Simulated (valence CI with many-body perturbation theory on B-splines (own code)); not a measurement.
# E1 line list for Sb XLV

Method: configuration interaction combined with many-body perturbation theory (CI+MBPT): five valence electrons over a frozen Dirac-Fock core [He], a basis of 11 s, 11 p, 10 d, 8 f, 5 g, 2 h functions for each j, with the one-electron correlation potential Σ1, the two-electron term Σ2, the three-electron term Σ3, Breit, model QED; selected CI, second order for the rest, scaled by the run's own slope (own B-spline code, finite nucleus).

No measured spectrum was set against this ion. As an estimate, large intervals hold to a few tenths of a per cent, small ones and those within an open d or f shell to about a per cent. Among the levels kept, up to 7200 cm⁻¹ of a level comes from second order outside the variational space, and about a tenth of that is noise between levels of different J, which matters for small intervals.

Lines 51 to 100 of 600 in falling wavelength, among levels below 379.47 Ry, chosen from the strongest by gf and those to the six lowest levels. Wavelengths and rates use the calculated energies. Electric multipoles are in the length gauge with retardation, E1 and E2 with the static RPA response of the core. Weak lines are less certain than strong ones. Lines between different terms over intervals too small for the method are left out, as are lines whose strength nearly cancels. Where a level lies close to another of its J and parity, the split of strength between their lines is uncertain. The highest levels of a list are the least certain.

Levels are named by their leading jj configuration (3d3/2^4 stands for four electrons in 3d with j = 3/2), which in mixed levels can hold well under half, so a name can repeat and another be missing. Letters in brackets count levels of one name in rising energy.

```csv
λ vac (nm),Upper,Lower,A (s⁻¹),S (a.u.)
13.10,(2s^2 2p1/2 2p3/2 3d5/2) J=5/2 [b],(2s^2 2p1/2 2p3/2 3p3/2) J=3/2 [b],8.00e+09,5.33e-02
13.05,(2s 2p1/2^2 2p3/2 3d5/2) J=3/2 [a],(2s 2p1/2^2 2p3/2 3p3/2) J=3/2 [a],7.63e+09,3.35e-02
12.95,(2s 2p1/2 2p3/2^2 3d5/2) J=3/2 [d],(2s 2p1/2 2p3/2^2 3p3/2) J=1/2 [c],9.66e+09,4.14e-02
12.10,(2s 2p1/2 2p3/2^2 3d5/2) J=3/2 [c],(2s 2p1/2 2p3/2^2 3p3/2) J=1/2 [b],8.68e+09,3.04e-02
11.70,(2s 2p1/2 2p3/2^2 3d5/2) J=7/2 [b],(2s 2p1/2 2p3/2^2 3p3/2) J=7/2 [b],6.96e+09,4.40e-02
10.06,(2p1/2^2 2p3/2^2 3p3/2) J=5/2,(2p1/2^2 2p3/2^2 3s) J=3/2,2.51e+10,7.56e-02
9.993,(2s 2p1/2 2p3/2^2 3p3/2) J=5/2 [a],(2s 2p1/2 2p3/2^2 3s) J=3/2 [a],1.84e+10,5.45e-02
9.982,(2s 2p1/2 2p3/2^2 3p3/2) J=7/2 [b],(2s 2p1/2 2p3/2^2 3s) J=5/2 [a],2.29e+10,9.00e-02
9.905,(2s 2p1/2^2 2p3/2 3p3/2) J=3/2 [a],(2s 2p1/2^2 2p3/2 3s) J=3/2 [a],3.45e+10,6.61e-02
9.868,(2p1/2^2 2p3/2^2 3p3/2) J=1/2,(2p1/2^2 2p3/2^2 3s) J=3/2,4.69e+10,4.45e-02
9.810,(2s 2p1/2 2p3/2^2 3p3/2) J=1/2 [c],(2s 2p1/2 2p3/2^2 3s) J=1/2 [c],3.34e+10,3.12e-02
9.757,(2s^2 2p3/2^2 3p3/2) J=5/2 [a],(2s^2 2p3/2^2 3s) J=3/2,1.10e+10,3.02e-02
9.740,(2s^2 2p1/2 2p3/2 3d3/2) J=5/2 [b],(2s^2 2p1/2 2p3/2 3p1/2) J=3/2 [b],9.20e+09,2.52e-02
9.708,(2s^2 2p1/2 2p3/2 3p3/2) J=3/2 [a],(2s^2 2p1/2 2p3/2 3s) J=3/2 [b],1.39e+10,2.51e-02
9.686,(2s 2p1/2 2p3/2^2 3d3/2) J=5/2 [b],(2s 2p1/2 2p3/2^2 3p1/2) J=5/2 [b],9.87e+09,2.66e-02
9.614,(2s 2p1/2 2p3/2^2 3d3/2) J=7/2 [b],(2s 2p1/2 2p3/2^2 3p1/2) J=5/2 [b],1.27e+10,4.46e-02
9.446,(2s 2p1/2 2p3/2^2 3p3/2) J=3/2 [e],(2s 2p1/2 2p3/2^2 3s) J=1/2 [c],1.87e+10,3.11e-02
9.423,(2s 2p1/2 2p3/2^2 3d3/2) J=5/2 [f],(2s 2p1/2 2p3/2^2 3p1/2) J=3/2 [d],9.42e+09,2.33e-02
9.415,(2p1/2^2 2p3/2^2 3p3/2) J=5/2,(2p1/2^2 2p3/2^2 3s) J=5/2,2.95e+10,7.29e-02
9.396,(2p1/2^2 2p3/2^2 3p3/2) J=7/2,(2p1/2^2 2p3/2^2 3s) J=5/2,6.66e+10,2.18e-01
9.378,(2s 2p1/2 2p3/2^2 3p3/2) J=5/2 [c],(2s 2p1/2 2p3/2^2 3s) J=3/2 [b],4.56e+10,1.11e-01
9.370,(2s 2p1/2 2p3/2^2 3p3/2) J=3/2 [b],(2s 2p1/2 2p3/2^2 3s) J=5/2 [a],2.97e+10,4.82e-02
9.349,(2s 2p1/2 2p3/2^2 3p3/2) J=7/2 [c],(2s 2p1/2 2p3/2^2 3s) J=5/2 [b],5.65e+10,1.82e-01
9.339,(2s^2 2p3/2^2 3p3/2) J=1/2,(2s^2 2p3/2^2 3s) J=3/2,4.57e+10,3.67e-02
9.319,(2s 2p1/2^2 2p3/2 3d3/2) J=5/2 [a],(2s 2p1/2^2 2p3/2 3p1/2) J=5/2,1.12e+10,2.69e-02
9.293,(2s^2 2p3/2^2 3p3/2) J=7/2,(2s^2 2p3/2^2 3s) J=5/2,3.95e+10,1.25e-01
9.239,(2s 2p1/2^2 2p3/2 3p3/2) J=7/2,(2s 2p1/2^2 2p3/2 3s) J=5/2,4.93e+10,1.54e-01
9.237,(2s 2p1/2 2p3/2^2 3p3/2) J=7/2 [a],(2s^2 2p3/2^2 3p3/2) J=5/2 [b],2.66e+10,8.26e-02
9.159,(2s 2p1/2^2 2p3/2 3p3/2) J=5/2 [b],(2s 2p1/2^2 2p3/2 3s) J=3/2 [b],5.90e+10,1.34e-01
9.155,(2s^2 2p3/2^2 3d5/2) J=3/2,(2s^2 2p3/2^2 3p1/2) J=1/2,1.52e+10,2.30e-02
9.154,(2s 2p1/2 2p3/2^2 3p3/2) J=5/2 [a],(2s^2 2p3/2^2 3p3/2) J=5/2 [b],1.80e+10,4.09e-02
9.142,(2s^2 2p1/2 2p3/2 3p3/2) J=1/2 [a],(2s^2 2p1/2 2p3/2 3s) J=1/2,3.58e+10,2.70e-02
9.119,(2s 2p1/2 2p3/2^2 3d3/2) J=5/2 [c],(2s 2p1/2 2p3/2^2 3p1/2) J=5/2 [b],1.15e+10,2.58e-02
9.118,(2s 2p1/2^2 2p3/2 3d3/2) J=5/2 [a],(2s^2 2p1/2 2p3/2 3d3/2) J=3/2 [c],1.23e+10,2.77e-02
9.109,(2s 2p1/2^2 2p3/2 3p3/2) J=5/2 [a],(2s 2p1/2^2 2p3/2 3s) J=3/2 [a],3.63e+10,8.12e-02
9.098,(2s 2p1/2 2p3/2^2 3p3/2) J=9/2,(2s 2p1/2 2p3/2^2 3s) J=7/2,6.49e+10,2.41e-01
9.096,(2s^2 2p1/2 2p3/2 3p3/2) J=5/2 [a],(2s^2 2p1/2 2p3/2 3s) J=3/2 [a],4.57e+10,1.02e-01
9.082,(2s 2p1/2^2 2p3/2 3d3/2) J=7/2,(2s 2p1/2^2 2p3/2 3p1/2) J=5/2,2.19e+10,6.48e-02
9.043,(2s 2p1/2 2p3/2^2 3d3/2) J=5/2 [a],(2s 2p1/2 2p3/2^2 3p1/2) J=5/2 [a],1.86e+10,4.07e-02
9.029,(2s 2p1/2 2p3/2^2 3p3/2) J=7/2 [b],(2s 2p1/2 2p3/2^2 3s) J=7/2,2.60e+10,7.56e-02
9.029,(2s 2p1/2 2p3/2^2 3d3/2) J=3/2 [b],(2s 2p1/2 2p3/2^2 3p1/2) J=5/2 [b],2.25e+10,3.27e-02
9.010,(2s 2p1/2 2p3/2^2 3p3/2) J=5/2 [d],(2s 2p1/2 2p3/2^2 3s) J=3/2 [d],2.70e+10,5.85e-02
8.999,(2s 2p1/2 2p3/2^2 3p3/2) J=5/2 [d],(2s 2p1/2 2p3/2^2 3s) J=5/2 [b],1.23e+10,2.66e-02
8.970,(2s^2 2p1/2 2p3/2 3p3/2) J=7/2,(2s^2 2p1/2 2p3/2 3s) J=5/2,6.16e+10,1.76e-01
8.958,(2s^2 2p3/2^2 3p3/2) J=5/2 [b],(2s^2 2p3/2^2 3s) J=5/2,1.90e+10,4.06e-02
8.957,(2s 2p1/2 2p3/2^2 3p3/2) J=3/2 [d],(2s 2p1/2 2p3/2^2 3s) J=1/2 [b],3.07e+10,4.36e-02
8.948,(2s 2p1/2^2 2p3/2 3d3/2) J=3/2 [a],(2s^2 2p1/2 2p3/2 3d3/2) J=3/2 [c],1.52e+10,2.15e-02
8.921,(2s^2 2p1/2 2p3/2 3p3/2) J=3/2 [b],(2s^2 2p1/2 2p3/2 3s) J=3/2 [b],2.27e+10,3.18e-02
8.887,(2s 2p1/2 2p3/2^2 3p3/2) J=5/2 [d],(2s 2p1/2 2p3/2^2 3s) J=3/2 [c],2.60e+10,5.41e-02
8.871,(2s 2p1/2 2p3/2^2 3p3/2) J=3/2 [d],(2s 2p1/2 2p3/2^2 3s) J=3/2 [b],2.50e+10,3.45e-02
```
